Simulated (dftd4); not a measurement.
Cl3Ti, charge +1, singlet, at a GFN2-xTB geometry (such geometries of metal compounds can be far from the true shape) (the multiplicity is a formal guess); D4 for tpss run with dftd4.

dftd4 was given this input:
```
$ dftd4 mol.xyz --func tpss --charge 1 --json dftd4.json --noedisp

# file mol.xyz
4

Ti     0.10914501     0.56295754     0.36036279
Cl     1.80190768    -0.38074871    -0.50003049
Cl    -0.78707573    -1.07398983     1.36708778
Cl    -1.15607844     0.72620526    -1.33340913
```

**Question.** What does dftd4 print? Leave out banner, timings and long lists.

**Answer.** 
```
                    ____  _____ _____     ____  _  _
      -------------|  _ \|  ___|_   _|---|  _ \| || |------------
     |             | | | | |_    | | ___ | | | | || |_           |
     |             | |_| |  _|   | ||___|| |_| |__   _|          |
     |             |____/|_|     |_|     |____/   |_|            |
     |             ===================================           |
     |            E. Caldeweyher, S. Ehlert & S. Grimme          |
     |          Mulliken Center for Theoretical Chemistry        |
     |                    University of Bonn                     |
      -----------------------------------------------------------

Rational (Becke-Johnson) damping: tpss-D4-ATM
---------------------
  s6         1.0000
  s8         1.7660
  s9         1.0000
  a1         0.4282
  a2         4.5426
 alp        16.0000
--------------------

Dispersion energy:      -7.5927963469482E-03 Eh

[Info] JSON dump of results written to 'dftd4.json'
```
